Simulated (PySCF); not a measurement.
## Structure from NMR data

An unknown has the formula C3HF7. Its calculated NMR data are:

1H NMR (400 MHz, computed): δ 6.30 (m, 1H).

13C{1H} NMR (computed): δ 127.4 (C), 117.1 (CH), 116.0 (C).

[PySCF: geometry from GFN2-xTB; NMR shieldings at PBE0/pcSseg-1/GIAO; equivalent nuclei averaged; gas phase; single conformer; no relativistic terms]

Scale: TMS for 1H and 13C (reference shieldings calculated alike).

**Question.** Propose a structure and justify it.

**Answer.** 
- Rings plus π bonds: 0.
- 3 carbon signals for 3 carbons: no two carbons are equivalent.
- Carbon types of the structure: 2 × C, 1 × CH, which accounts for all hydrogens.
- δC 127.4: CF3 carbon; 3 electronegative neighbours deshield it.
- δC 117.1: sp3 CH bonded to 2 F; 2 electronegative neighbours deshield it.
- δC 116.0: fully substituted sp3 carbon bonded to 2 F; 2 electronegative neighbours deshield it.
- δH 6.30: hydrogen on an sp3 CH bonded to 2 F; its carbon carries F, an electronegative neighbour.

Structure: SMILES FC(C(C(F)F)(F)F)(F)F.

The shifts were computed for this structure.

Splittings by 19F in the carbon and heteronuclear signals aren't shown, as no couplings were computed. Shifts are as computed. Against solution values, carbons near 30 ppm lie about +3 ppm off and those near 130 ppm about +5 ppm. Of 1211 compounds with measured shifts, 218 miss one by over three times the rms of a fit or turn the order of signals round; such compounds aren't used in these exercises.
